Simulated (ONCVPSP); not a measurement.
# Plane-wave convergence, ONCV potential for Ca

calcium, optimised norm-conserving Vanderbilt (ONCV), made with ONCVPSP 4.0.1 (PBE, scalar-relativistic). Core [Ne], reference 3s2 3p6 4s2. Waves: 3s+4s: rc 2.32 bohr, ncon 4, nbas 8, qcut 7.1 1/bohr, 2 projectors; 3p: rc 1.24 bohr, ncon 4, nbas 7, qcut 6.6 1/bohr, 2 projectors, debl 3.3 Ha; d scattering state at 0.42 Ha: rc 2.32 bohr, ncon 4, nbas 7, qcut 3.8 1/bohr, 2 projectors, debl 2.3 Ha. Local part: polynomial inside 0.82 bohr (lpopt 2, dvloc0 2 Ha). Core correction: Teter function, fcfact 2, rcfact 1.1.

In the d channel the program set the typed energies aside and used -0.072, 2.228 Ha.

Q: For each optimised wave give the share of its norm inside rc, the residual kinetic energy above qcut (Ha) and the cutoffs (Ha) for errors of 10, 1, 0.1 and 0.01 mHa per electron.

A:

| wave | norm inside rc | residual KE | 10 mHa | 1 mHa | 0.1 mHa | 0.01 mHa |
| --- | --- | --- | --- | --- | --- | --- |
| 3s | 0.985 | 1.6e-09 | 4.0 | 8.8 | 13.8 | 17.0 |
| 4s | 0.095 | 1.2e-08 | 3.0 | 5.1 | 12.2 | 16.0 |
| 3p | 0.537 | 5.3e-04 | 10.3 | 14.3 | 74.4 | 95.3 |
| p projector 2 | 0.069 | 3.2e-04 | 10.7 | 14.3 | 30.2 | 79.1 |
| d projector 1 | 0.599 | 4.5e-02 | 16.1 | 30.3 | 35.7 | 56.2 |
| d projector 2 | 0.187 | 3.3e-01 | 24.4 | 41.1 | 47.0 | 60.2 |

The occupied waves need 14 Ha and 74 Ha for 1 and 0.1 mHa. The cutoffs count occupied waves only; projector 2 of the d channel, the hardest unoccupied one, needs 41 Ha at the loose tolerance.
